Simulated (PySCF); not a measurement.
F$_{2}$Y (SMILES [F][Y+][F]), charge +1, singlet, at a GFN2-xTB geometry (such geometries of metal compounds can be far from the true shape) (the multiplicity is a formal guess) (core potentials on Y); B3LYP/def2-SV(P) (PySCF).

Here is a job for PySCF.
```python
from pyscf import gto, scf, dft

mol = gto.Mole()
mol.atom = '''
    Y     0.41674306    0.24807225    0.09704500
    F    -1.25593416    0.46747881   -1.26336689
    F    -0.54995243   -1.54245858    0.84283855
'''
mol.basis = 'def2-sv(p)'
mol.ecp = {'Y': 'def2-sv(p)'}
mol.charge = 1
mol.verbose = 4
mol.build()

mf = dft.RKS(mol)
mf.xc = 'b3lyp'
mf.kernel()
mf.analyze()
```

### Question
Predict the main parts of the log of this PySCF run.

### Answer

```
PySCF version 2.14.0

[INPUT] verbose = 4
[INPUT] num. atoms = 3
[INPUT] num. electrons = 28
[INPUT] charge = 1
[INPUT] spin (= nelec alpha-beta = 2S) = 0
[INPUT] symmetry False subgroup None
[INPUT] Mole.unit = angstrom
[INPUT] Symbol           X                Y                Z      unit          X                Y                Z       unit  Magmom
[...]
nuclear repulsion = 62.6551776112275
number of shells = 22
number of NR pGTOs = 98
number of NR cGTOs = 52
basis = def2-sv(p)
ecp = {'Y': 'def2-sv(p)'}

******** <class 'pyscf.dft.rks.RKS'> ********
method = RKS
initial guess = minao
damping factor = 0
level_shift factor = 0
DIIS = <class 'pyscf.scf.diis.CDIIS'>
diis_start_cycle = 1
diis_space = 8
diis_damp = 0
SCF conv_tol = 1e-09
SCF conv_tol_grad = None
SCF max_cycles = 50
direct_scf = True
direct_scf_tol = 1e-13
XC library pyscf.dft.libxc version 7.1.2
    S. Lehtola, C. Steigemann, M. J. T. Oliveira, and M. A. L. Marques,  SoftwareX 7, 1–5 (2018)
XC functionals = b3lyp
    P. J. Stephens, F. J. Devlin, C. F. Chabalowski, and M. J. Frisch,  J. Phys. Chem. 98, 11623 (1994)
radial grids:
    Treutler-Ahlrichs [JCP 102, 346 (1995); DOI:10.1063/1.469408] (M4) radial grids

becke partition: Becke, JCP 88, 2547 (1988); DOI:10.1063/1.454033
pruning grids: <function nwchem_prune>
grids dens level: 3
symmetrized grids: False
atomic radii adjust function: <function treutler_atomic_radii_adjust>
small_rho_cutoff = 0
Set gradient conv threshold to 3.16228e-05
Initial guess from minao.
tot grids = 50400
init E= -232.36066921127
[...]
cycle= 1 E= -237.570360282853  delta_E= -5.21  |g|= 0.793  |ddm|= 4.14
[...]
cycle= 2 E= -236.168931420014  delta_E=  1.4  |g|=  2.9  |ddm|= 2.29
[...]
cycle= 3 E= -237.679768036723  delta_E= -1.51  |g|= 0.183  |ddm|= 1.94
[...]
cycle= 4 E= -237.688417066266  delta_E= -0.00865  |g|= 0.118  |ddm|= 0.376
[...]
cycle= 5 E= -237.691334936785  delta_E= -0.00292  |g|= 0.0213  |ddm|= 0.0776
[...]
cycle= 6 E= -237.69144696816  delta_E= -0.000112  |g|= 0.00168  |ddm|= 0.0206
[...]
cycle= 7 E= -237.691447438539  delta_E= -4.7e-07  |g|= 0.00109  |ddm|= 0.0019
[...]
cycle= 8 E= -237.691447649636  delta_E= -2.11e-07  |g|= 0.000316  |ddm|= 0.000795
[...]
cycle= 9 E= -237.691447671985  delta_E= -2.23e-08  |g|= 1.99e-05  |ddm|= 0.000256
[...]
cycle= 10 E= -237.69144767209  delta_E= -1.05e-10  |g|= 3.91e-06  |ddm|= 2.81e-05
[...]
Extra cycle  E= -237.691447672071  delta_E= 1.87e-11  |g|= 1.06e-05  |ddm|= 1.31e-05
converged SCF energy = -237.691447672071
**** SCF Summaries ****
Total Energy =                        -237.691447672071462
Nuclear Repulsion Energy =              62.655177611227515
One-electron Energy =                 -462.074999036044971
Two-electron Energy =                  161.728373752745995
Two-electron Coulomb Energy =          187.458925337615455
DFT Exchange-Correlation Energy =      -25.730551584869453
HOMO-LUMO gap [eV] =                     5.211767896124153
**** MO energy ****
[...]
WARN: System has nonzero charge 1; the dipole moment is origin-dependent.
Location of origin: [0. 0. 0.]

Dipole moment(X, Y, Z, Debye):  8.40670,  5.00433,  1.95754
```
